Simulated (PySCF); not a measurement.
PySCF input file for CH₅ClGeO₃, SMILES [O](C)[Ge]([OH])([OH])[Cl], PBE/pcSseg-1. Coordinates come from a PBE-D3(BJ)/def2-SVP optimisation. One conformer was computed; it need not be the lowest.

```python
import numpy as np
from pyscf import gto, scf, dft
from pyscf.prop.nmr import rks as nmr

mol = gto.M(
    atom='''
    C     2.38031419   -0.60849621   -0.49499187
    O     1.04086984   -0.90941554   -0.87157978
    Ge   -0.32371207   -0.19974830    0.02704169
    O    -0.54274436   -0.82147376    1.67489765
    O    -1.77078859   -0.60530159   -0.91561723
    Cl    0.03377888    1.91952565    0.26201980
    H     2.65167996   -1.06946472    0.48136993
    H     3.05025056   -1.02487941   -1.27453873
    H     2.56097902    0.48741705   -0.42605862
    H    -1.03334528   -1.66564411    1.63399954
    H    -1.54559905   -0.62691475   -1.86609652
    ''',
    basis='pcSseg-1',
    charge=0,
    spin=0,
    max_memory=1600,
    verbose=3,
)
mf = dft.RKS(mol, xc='pbe')
mf.grids.level = 3
mf.conv_tol = 1e-10
mf.max_cycle = 100
mf.kernel()
n = nmr.NMR(mf)
n.verbose = 2
n.max_cycle_cphf = 60
sigma = n.kernel()
print('atom   isotropic/ppm   span/ppm')
for i, s in enumerate(sigma):
    w = np.linalg.eigvalsh((s + s.T) / 2)
    print(f'{mol.atom_symbol(i):2s}{i + 1:3d} {w.mean():14.3f} {w[2] - w[0]:11.3f}')
```

Program output:

```
converged SCF energy = -2803.06106867184
atom   isotropic/ppm   span/ppm
C   1        121.369      85.122
O   2        230.112     210.209
Ge  3       1231.658      55.326
O   4        249.622      95.913
O   5        245.177      99.227
Cl  6        867.445     344.799
H   7         27.092      11.509
H   8         27.228      11.136
H   9         26.897      11.299
H  10         29.221      22.241
H  11         28.931      20.769
```

The calculation finished and met its thresholds.
